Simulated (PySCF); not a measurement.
**Telling isomers of C10H12O apart by NMR**

- geometry from GFN2-xTB
- GIAO PBE0/pcSseg-1 shieldings
- program: PySCF
- gas phase, relativity neglected, fast rotation and ring inversion assumed for equivalent nuclei, single conformer

Chemical shifts δ = σref − σ; TMS for 1H and 13C, all at this level. Where no couplings were computed, multiplicities follow the n + 1 count of equivalent neighbours, and m marks all less simple cases (inequivalent or close neighbours, rings, F or P nearby). Shifts are as computed. Against solution values, carbons near 30 ppm lie about +3 ppm off and those near 130 ppm about +5 ppm. Of 1211 compounds with measured shifts, 218 miss one by over three times the rms of a fit or turn the order of signals round; such compounds aren't used in these exercises. OH and NH positions are gas-phase values without hydrogen bonding to other molecules.

(1) Tabulate the signals of `C#C[C@@H]1C(=O)CCC[C@H]1C=C`, `O[C@@H]1CCc2ccccc2C1`, `COc1cccc2c1CCC2`, `CC#CC1=C(CC)CCC1=O` and their relative energies.

(2) What is the quickest way to tell C#C[C@@H]1C(=O)CCC[C@H]1C=C from O[C@@H]1CCc2ccccc2C1?

(3) What is the quickest way to tell O[C@@H]1CCc2ccccc2C1 from COc1cccc2c1CCC2?

(4) What is the quickest way to tell C#C[C@@H]1C(=O)CCC[C@H]1C=C from CC#CC1=C(CC)CCC1=O?

Results:

(1) 
```json
{"SMILES": "C#C[C@@H]1C(=O)CCC[C@H]1C=C", "carbon types": "2×C 4×CH 4×CH2", "δC": "213.1, 148.4, 125.0, 89.3, 81.2, 50.0, 46.1, 42.0, 28.8, 26.0", "δH": "6.13 (m, 1H), 5.58 (m, 1H), 5.48 (m, 1H), 3.54 (m, 1H), 3.18 (m, 1H), 3.04 (m, 1H), 2.61 (m, 1H), 2.19 (m, 1H), 1.95 (m, 1H), 1.86 (d, 1H), 1.76 (m, 1H), 1.53 (m, 1H)", "E rel. (kcal/mol)": "67.9"}
{"SMILES": "O[C@@H]1CCc2ccccc2C1", "carbon types": "2×C 5×CH 3×CH2", "δC": "139.3, 138.0, 137.0, 135.2, 132.4, 131.9, 68.3, 41.3, 32.3, 26.1", "δH": "7.48 (m, 1H), 7.46 (m, 1H), 7.44 (m, 1H), 7.43 (m, 1H), 4.28 (m, 1H), 3.11 (m, 1H), 3.07 (m, 1H), 2.98 (m, 1H), 2.87 (m, 1H), 2.11 (m, 1H), 1.68 (m, 1H), 1.14 (br s, 1H)", "E rel. (kcal/mol)": "0.0"}
{"SMILES": "COc1cccc2c1CCC2", "carbon types": "3×C 3×CH 3×CH2 1×CH3", "δC": "163.0, 151.5, 137.1, 133.0, 121.7, 110.0, 55.7, 37.2, 33.1, 28.6", "δH": "7.41 (m, 1H), 7.17 (d, 1H), 6.59 (d, 1H), 3.98 (s, 3H), 3.05 (m, 2H), 3.01 (m, 2H), 2.09 (m, 2H)", "E rel. (kcal/mol)": "9.0"}
{"SMILES": "CC#CC1=C(CC)CCC1=O", "carbon types": "5×C 3×CH2 2×CH3", "δC": "207.9, 191.8, 131.1, 106.2, 77.8, 37.7, 31.3, 30.6, 15.2, 6.0", "δH": "2.68 (q, 2H), 2.48 (m, 2H), 2.35 (m, 2H), 2.30 (s, 3H), 1.16 (t, 3H)", "E rel. (kcal/mol)": "45.3"}
```

Energies are electronic energies at PBE0/pcSseg-1 on these geometries, without zero-point or thermal terms, each for the one conformer computed, which needn't be the lowest.

(2) Both give the same number of carbon signals, but DEPT or the intensities differ. The first has a ketone carbonyl carbon (C) at 213.1 ppm, the second a substituted aromatic carbon (C) at 139.3 ppm. In the proton spectra the most deshielded non-exchanging signals are 6.13 (m, 1H) and 7.48 (m, 1H).

(3) Both give the same number of carbon signals, but DEPT or the intensities differ. The first has an sp3 CH bonded to O at 68.3 ppm, the second a methyl carbon bonded to O (CH3) at 55.7 ppm. Their most deshielded carbons lie at 139.3 and 163.0 ppm.

(4) Both give the same number of carbon signals, but DEPT or the intensities differ. The first has an alkene CH at 148.4 ppm, the second a methyl carbon (CH3) at 15.2 ppm. Their most deshielded carbons lie at 213.1 and 207.9 ppm. In the proton spectra the most deshielded non-exchanging signals are 6.13 (m, 1H) and 2.68 (q, 2H).
